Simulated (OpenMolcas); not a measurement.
## Nb2+: CASPT2 settings compared

```json
{"Program": "OpenMolcas", "Basis": "ANO-RCC-VTZP [7s6p4d2f1g]", "Scalar Hamiltonian": "DKH2, point nucleus", "Active space": "3 electrons in 5 orbitals (4d)", "State averaging": "2S+1 = 4 even, 10 roots; 2S+1 = 2 even, 35 roots kept (CI in the orbitals of an earlier block)", "Spin-orbit coupling": "RASSI with atomic mean-field integrals over the reference wave functions, term energies averaged over their components"}
```

Methods on the same reference wave functions:
A. CASSCF
B. SS-CASPT2, IPEA 0.6 Eh, no level shift (closed shells correlated: none)
C. SS-CASPT2, IPEA 0.5 Eh, real shift 0.15 Eh (closed shells correlated: 4s 4p)
D. SS-CASPT2, IPEA 0.2 Eh, no level shift (closed shells correlated: 4s 4p)

Energies in cm-1 above 4d3 4F 3/2, the measured ground level; measured values from the list in Shadmi, J. Res. Natl. Bur. Stand. 70A, 435 (1966).

```tsv
Level	A	B	C	D	Measured
4d3 4F 3/2	0.0	0.0	0.0	0.0	0.0
4d3 4F 5/2	502	514	513	516	516
4d3 4F 7/2	1162	1178	1176	1180	1177
4d3 4F 9/2	1943	1951	1946	1946	1939
4d3 4P 1/2	11234	9860	9410	9010	8664
4d3 4P 3/2	11340	9900	9460	9040	8608
4d3 2G 7/2	12017	10270	9960	9420	9236
4d3 4P 5/2	12054	10700	10250	9860	9594
4d3 2G 9/2	12574	10830	10490	9970	9804
4d3 2P 1/2	15713	13320	12920	12260	
4d3 2H 9/2	15903	14020	13450	13000	12916
4d3 2H 11/2	16250	14350	13750	13310	13264
4d3 2D 5/2	17749	14180	14420	13630	13094
4d3 2F 7/2	26479	22610	21630	20890	19861
4d3 2F 5/2	26787	22910	21940	21190	19975
```

Deviations, from unrounded energies. A percentage is the sum of absolute deviations over the sum of measured energies, with the sign that they share, or ± where signs differ.

```
                        Against measurement  Levels      A      B     C     D
             mean absolute deviation (cm-1)      13   2900   1100   750   330
      fine structure of the ground term (%)       3   ±0.9   ±0.4  ±0.3  +0.3
other terms of the ground configuration (%)      10  +29.9  +11.7  +7.8  +3.4
```

D lies closest to measurement on these levels and A furthest from it. The largest miss of D in the table is 4d3 2F 5/2, by +1200 cm-1. The ranking rests on the paired levels alone, and a cruder setting can come out closer through cancelling errors.

Among B to D the level of the table that moves most is 4d3 2F 5/2, by 1700 cm-1 (lowest in D, highest in B). Moves below CASPT2's spread within the term are not significant.

The mean deviations of B to D differ by less than CASPT2's widest spread within a term (1400 cm-1), so their order carries little weight.

From A to B the spin-free energies of the other terms of 4d3 shown, above 4F, scale by factors of 0.78 to 0.87, as is usual when dynamic correlation screens the repulsion within a d or f shell.

The lowest spin-free term lies below A's lowest term by 0.016 hartree in B, 0.275 hartree in C, 0.285 hartree in D.

CASPT2 does not keep the components of a term degenerate, so their means are used; among the terms shown or strongly mixed into the levels shown the widest spread is 1400 cm-1 (4d3 2H, D). Over all roots computed the reference weight is 0.88 to 0.94 in D; the roots of lowest weight are the least certain, and an intruder state may touch them. Levels of configurations with an s electron are missing; early in the row they begin among the upper levels of the d shell and mix with terms of their name. Terms from blocks run as CI alone lack orbitals of their own. The CASPT2 spread within a term exceeds the gap to the next term for 4d3 2P and 4d3 2D, 4d3 2D and 4d3 2H, so the order of their levels is uncertain, and so are names and mixing where such terms share a J (figures for B; the like holds for C, D). Without dynamic correlation excited terms often stand tens of per cent too high (terms of higher spin than the ground term too low), and those without a measured partner can miss by more than the paired ones (holds for A). Measured partners are found by configuration, term and J. A level has none where our copy of the source lacks it or the pairing is in doubt (some pairs that miss far off the trend of their configuration count as doubtful), and it then counts in no deviation. Only configurations of the active space appear. The table leaves out levels that lie high or whose names do not pair safely across all columns.
